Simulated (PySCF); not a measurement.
Compound: C₆H₉FO₂.
SMILES with atom numbers: `[CH3:1][C@@H:2]1[O:3][C@H:4]([F:5])[C:6]12[CH2:7][O:8][CH2:9]2`

Structure used (PBE0-D3(BJ)/def2-SVP), in Å, numbered top down from 1:
```
atom  x, y, z in Å
C1     2.0552   -0.3470    0.3845
C2     0.9605   -0.1841   -0.6354
O3     0.9690    1.1210   -1.2506
C4    -0.2991    1.4265   -0.7715
F5    -0.2619    2.4335    0.1484
C6    -0.4758    0.0480   -0.1434
C7    -1.6486   -0.8726   -0.4753
O8    -2.0328   -0.9619    0.8906
C9    -0.9553   -0.1200    1.2956
H10    3.0355   -0.2248   -0.0994
H11    1.9689    0.4118    1.1766
H12    2.0193   -1.3474    0.8422
H13    1.0253   -0.9681   -1.4111
H14   -1.0021    1.7404   -1.5646
H15   -1.3634   -1.8512   -0.9033
H16   -2.4339   -0.4244   -1.1115
H17   -1.2946    0.8140    1.7741
H18   -0.2484   -0.6322    1.9717
```

NICS = −σ at a ghost point: NICS(0) at the centroid of the ring atoms, NICS(1) 1 Å to either side along the normal of their mean plane, zz for the tensor component along that normal. Level: GIAO PBE0/pcSseg-1 (PySCF, non-relativistic, gas phase) on the PBE0-D3(BJ)/def2-SVP geometry, one conformer.

Ring bond lengths (Å), with Mayer bond orders in brackets: C2–O3 1.443 (0.88), O3–C4 1.390 (1.02), C4–C6 1.525 (0.94), C6–C2 1.536 (0.93); C6–C7 1.527 (0.99), C7–O8 1.422 (0.94), O8–C9 1.426 (0.93), C9–C6 1.526 (1.01).

What do the NICS probes read (ppm)?

| ring | type | NICS(0) | NICS(1), two faces | NICS(1)zz, two faces | rms pucker (Å) | centre to ring atoms, mean (Å) |
| --- | --- | --- | --- | --- | --- | --- |
| C2–O3–C4–C6 | 4-membered ring with O; formal bonds all single | -2.4 | -1.0 / -0.3 | 1.8 / 5.8 | 0.02 | 1.04 |
| C6–C7–O8–C9 | 4-membered ring with O; formal bonds all single | 0.0 | 1.1 / 1.3 | 4.7 / 4.9 | 0.00 | 1.04 |

What can be read from them?

- C2–O3–C4–C6: mean NICS(1)zz 3.8 ppm, deshielded. C2, C4, C6 have four or more neighbours, so the value isn't read as a sign of a π ring current. The two faces differ by 4.0 ppm, so no symmetry operation interchanges them.
- C6–C7–O8–C9: mean NICS(1)zz 4.8 ppm, deshielded. C6, C7, C9 have four or more neighbours, and the NICS criterion for π rings isn't applied.

What field does 7.05 T along the ring normal induce along that normal at the first NICS(1) probe listed for ring C2–O3–C4–C6, 1 Å off the ring?

NICSzz × B0 = 1.8 ppm × 7.05 T = 13 μT, along the applied field.

What are the shieldings of the ring atoms and their hydrogens in the same run (means over atoms taken as equivalent)?

```csv
atoms,environment,σ isotropic (ppm),"principal values of the symmetric part, first atom (ppm)"
C2,sp3 carbon bound to oxygen,102.3,"75.8, 88.9, 142.3"
O3,cyclic ether oxygen,219.1,"164.1, 229.2, 264.0"
C4,sp3 C–F carbon,67.9,"50.3, 71.2, 82.3"
C6,sp3 carbon at a ring junction,136.3,"119.6, 141.5, 147.7"
C7,sp3 carbon bound to oxygen,107.1,"82.3, 86.9, 152.0"
O8,cyclic ether oxygen,335.9,"278.2, 352.4, 377.1"
C9,sp3 carbon bound to oxygen,113.5,"86.6, 87.7, 166.2"
H13,methine hydrogen,26.95,"24.4, 27.2, 29.3"
H14,methine hydrogen,25.57,"21.9, 26.0, 28.9"
H15,methylene hydrogen,26.69,"23.7, 26.1, 30.3"
H16,methylene hydrogen,26.58,"23.6, 25.8, 30.4"
H17,methylene hydrogen,26.45,"23.3, 26.7, 29.3"
H18,methylene hydrogen,26.76,"23.5, 27.1, 29.8"
```

How do the values depend on the level or the medium?

| level | NICS(0), C2–O3–C4–C6 | mean NICS(1)zz, C2–O3–C4–C6 | NICS(0), C6–C7–O8–C9 | mean NICS(1)zz, C6–C7–O8–C9 |
| --- | --- | --- | --- | --- |
| PBE0/pcSseg-1, gas | -2.4 | 3.8 | 0.0 | 4.8 |
| wB97X-D/pcSseg-1, gas | -2.6 | 3.6 | -0.2 | 4.5 |
| PBE0/pcSseg-1, IEF-PCM chloroform | -2.4 | 3.8 | 0.0 | 4.8 |
| PBE0/pcSseg-1, IEF-PCM dichloromethane | -2.4 | 3.8 | 0.0 | 4.9 |

The geometry is the same throughout; the continuum's cavity takes Bondi-type radii × 1.2.
